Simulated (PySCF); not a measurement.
CH6Cl2Si2, SMILES [SiH3]C[SiH](Cl)Cl.

Geometry: PBE-D3(BJ)/def2-SVP. A frequency run showed that this geometry is not a minimum. One conformer was computed; it need not be the lowest.

All values below come from PBE-D3(BJ)/def2-SVP (PySCF).

Frequencies are harmonic and unscaled.

Computed harmonic wavenumbers and intensities:
| mode | ν (cm⁻¹) | IR (km/mol) | moving atoms (share of kinetic energy) |
|---|---|---|---|
| 1 | 32i | 0.1 | H 53 %, Cl 23 %, Si 19 % |
| 2 | 96 | 0.1 | H 56 %, Cl 29 %, Si 14 % |
| 3 | 106 | 1.7 | Si 48 %, Cl 37 %, H 11 % |
| 4 | 174 | 2.4 | Cl 74 %, Si 17 % |
| 5 | 187 | 0.0 | H 40 %, C 32 %, Cl 23 % |
| 6 | 306 | 8.1 | Si 56 %, C 16 %, H 15 %, Cl 13 % |
| 7 | 473 | 4.7 | H 89 % |
| 8 | 477 | 23.2 | Cl 42 %, Si 38 %, C 12 % |
| 9 | 555 | 4.1 | H 45 %, Si 37 %, Cl 9 %, C 9 % |
| 10 | 563 | 73.3 | Si 53 %, Cl 37 %, H 10 % |
| 11 | 645 | 23.5 | H 66 %, C 22 %, Si 10 % |
| 12 | 710 | 12.4 | H 76 %, C 19 % |
| 13 | 748 | 41.9 | H 43 %, C 36 %, Si 21 % |
| 14 | 795 | 238.7 | H 69 %, Si 17 %, C 13 % |
| 15 | 801 | 195.1 | H 78 %, Si 11 %, C 10 % |
| 16 | 891 | 150.6 | H 88 %, Si 10 % |
| 17 | 912 | 32.6 | H 97 % |
| 18 | 913 | 40.3 | H 97 % |
| 19 | 984 | 2.0 | H 96 % |
| 20 | 1044 | 50.8 | H 57 %, C 40 % |
| 21 | 1320 | 10.0 | H 92 % |
| 22 | 2166 | 103.2 | H 98 % |
| 23 | 2183 | 67.2 | H 97 % |
| 24 | 2191 | 80.5 | H 96 % |
| 25 | 2199 | 100.7 | H 97 % |
| 26 | 2981 | 0.2 | H 95 % |
| 27 | 3048 | 0.0 | H 91 %, C 9 % |
